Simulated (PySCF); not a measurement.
C3H9Al, SMILES [CH3][Al]([CH3])[CH3]. Heavy atoms are numbered as in [Al:1]([CH3:2])([CH3:6])[CH3:10]. Hydrogens are named by the atom that carries them.

Coordinates come from a B3LYP-D3(BJ)/def2-SVP optimisation. The isomer is the one that the SMILES or the coordinates give; other isomers of the formula were not compared.

Level of theory: PySCF with PBE/pcSseg-1.

GIAO shieldings, no solvent; atoms alike by connectivity are averaged. δ = σ(ref) − σ: ¹³C against TMS (σ = 182.0 ppm); ¹H against TMS (σ = 31.49 ppm), references at their B3LYP-D3(BJ)/def2-TZVP geometries, non-relativistic.

| nucleus | atoms | count | δ (ppm) |
|---|---|---|---|
| ¹³C | C2 (CH3) | 3 | -3.9 |
| ¹H | H on C2 | 9 | 0.07 |
